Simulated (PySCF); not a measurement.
```xyz
21

B      0.4837     2.6232    -0.0953
C     -0.0197     1.1392    -0.0431
C     -1.4264     1.1125    -0.0498
O     -1.9071     2.3953    -0.1011
C     -2.3043     0.0372    -0.0141
C     -2.0199    -1.3317     0.0392
C     -0.7833    -1.9659     0.0699
C      0.4929    -1.3999     0.0553
C      1.7040    -2.1026     0.0882
C      2.7604    -1.1738     0.0586
C      2.2511     0.1279     0.0068
C      0.8431     0.0530     0.0022
H      0.6972     3.2309     0.9271
H      0.7135     3.1524    -1.1570
H     -2.8694     2.4198    -0.1054
H     -3.3693     0.3009    -0.0301
H     -2.8949    -1.9868     0.0592
H     -0.8077    -3.0600     0.1112
H      1.7983    -3.1874     0.1296
H      3.8208    -1.4316     0.0738
H      2.8370     1.0474    -0.0251
```

Charge 0, multiplicity 1.

Give the Mulliken and meta-Löwdin atomic charges from ωB97X-D3(BJ)/def2-TZVP // PBE0-D3(BJ)/def2-SVP (PySCF).


| atom | Mulliken (e) | meta-Löwdin (e) |
|---|---|---|
| B1 | 0.02 | 0.06 |
| C2 | 0.05 | -0.06 |
| C3 | 0.26 | 0.21 |
| O4 | -0.39 | -0.47 |
| C5 | -0.20 | -0.14 |
| C6 | -0.11 | -0.13 |
| C7 | -0.25 | -0.08 |
| C8 | -0.03 | 0.01 |
| C9 | -0.15 | -0.20 |
| C10 | -0.15 | -0.10 |
| C11 | -0.24 | -0.20 |
| C12 | 0.12 | 0.02 |
| H13 | 0.03 | 0.02 |
| H14 | 0.03 | 0.02 |
| H15 | 0.31 | 0.35 |
| H16 | 0.10 | 0.11 |
| H17 | 0.12 | 0.12 |
| H18 | 0.12 | 0.12 |
| H19 | 0.12 | 0.11 |
| H20 | 0.12 | 0.12 |
| H21 | 0.12 | 0.11 |
